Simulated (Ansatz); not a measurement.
Ansatz (a program for electronic structure) input (PBE0/def2-TZVP):

Ansatz 0.2 input:
```yaml
crystal:
  periodic: [false, false, false]
  atoms:
    - {symbol: Si, position_ang: [0.13886842, -0.12674218, 0.01976683]}
    - {symbol: F, position_ang: [0.36845614, -0.49074130, -1.48319632]}
    - {symbol: F, position_ang: [-0.62324676, -1.21425863, 0.84474714]}
    - {symbol: N, position_ang: [-1.26313319, 1.10529612, -0.19457171]}
    - {symbol: N, position_ang: [1.42846840, 0.56367162, 0.78371424]}
    - {symbol: H, position_ang: [-1.59814408, 1.46298935, 0.70380830]}
    - {symbol: H, position_ang: [-0.97822906, 1.91526115, -0.75139276]}
    - {symbol: H, position_ang: [1.60080611, 0.45770153, 1.77352475]}
    - {symbol: H, position_ang: [2.23365726, 0.91941115, 0.28795716]}
    - {symbol: H, position_ang: [-2.06647912, 0.68125246, -0.66858813]}
basis:
  gaussian:
    orbitals: def2-TZVP
hamiltonian:
  xc: {name: PBE0}
total_charge: 1
```

Output:

```
Functional definition: PBE0
integrals: 0.10 GiB planned
1110 factors; their error is unknown
mean field: 0.92 GiB planned
mean field evaluation 1: about -16345.6785 eV, gradient 1.1e2 eV
mean field evaluation 2: about -16334.0194 eV, gradient 1.3e2 eV
mean field evaluation 4: about -16363.6838 eV, gradient 5.7e0 eV
mean field evaluation 8: about -16363.7374 eV, gradient 9.0e-2 eV
mean field evaluation 16: about -16363.7893 eV, gradient 3.9e-5 eV
mean field -16363.78928966 eV, -601.3581646203 hartree, gradient 3.9e-5 eV, S^2 0.000000; 0 other end points of the search recorded, 0 dependent functions left out
reference -16363.78931347 eV, -601.3581654953 hartree; 25, 25 occupied and 166, 166 virtual orbitals, 1110 factors
Total energy: -16363.78931347 eV, -601.3581654953 hartree
```

It need not be the lowest isomer of its formula.
